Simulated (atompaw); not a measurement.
## Cutoff test, Al, PAW (atompaw)

aluminium (Al), PAW, made with atompaw 4.2.0.5 (PBE, non-relativistic). Core [Ne], reference 3s2 3p1. Waves: 3s (bound): rc 1.80 bohr; 3s channel at 0.45 Ry: rc 1.80 bohr; 3p (bound): rc 2.45 bohr; 3p channel at 2.9 Ry: rc 2.45 bohr; 3d channel at 0.25 Ry: rc 2.45 bohr; 3d channel at 1.45 Ry: rc 2.45 bohr. Local part: bessel scheme, radius 1.60 bohr. Core correction: smooth core density matched at 1.70 bohr. Augmentation charge: sinc compensation charge, radius 2.40 bohr; PAW radius 2.45 bohr; waves and projectors: custom polynom vanderbiltortho.

The pseudo-atom Hamiltonian at the reference potential is diagonalised in spherical Bessel functions j_l(qr) that vanish at 20 bohr, with q² up to the cutoff. All-electron valence levels (Ry): 3s -0.5682, 3p -0.1999.

Task: How do the lowest levels (Ry) of each channel move with the cutoff, and are there ghosts?

Result:

| cutoff (Ry) | s #1 | s #2 | s #3 | p #1 | d #1 | d #2 | f #1 | Σ f·Δε (mRy) |
| --- | --- | --- | --- | --- | --- | --- | --- | --- |
| 8 | -0.5780 | -0.0242 | 0.0786 | -0.1999 | 0.0452 | 0.1250 | 0.1022 | 19.7 |
| 10 | -0.5793 | -0.0247 | 0.0779 | -0.1999 | 0.0452 | 0.1249 | 0.1022 | 22.3 |
| 12 | -0.9765 | -0.5522 | -0.0222 | -0.1999 | 0.0452 | 0.1248 | 0.1022 | 32.0 |
| 15 | -2.7246 | -0.5674 | -0.0228 | -0.1999 | 0.0452 | 0.1248 | 0.1022 | 1.6 |
| 18 | -4.4636 | -0.5680 | -0.0229 | -0.1999 | 0.0452 | 0.1248 | 0.1022 | 0.3 |
| 21 | -5.0694 | -0.5680 | -0.0229 | -0.1999 | 0.0452 | 0.1248 | 0.1022 | 0.3 |
| 25 | -5.3870 | -0.5681 | -0.0229 | -0.1999 | 0.0452 | 0.1248 | 0.1022 | 0.2 |
| 400 | -5.6160 | -0.5682 | -0.0229 | -0.1999 | 0.0452 | 0.1248 | 0.1022 | 0.0 |

Result: ghost state, extra bound levels that the all-electron valence spectrum of the same l lacks: s at -76.4 eV (a true bound ghost makes a file unfit for plane-wave use); 10 mRy is reached at 15 Ry and 1 mRy at 18 Ry.
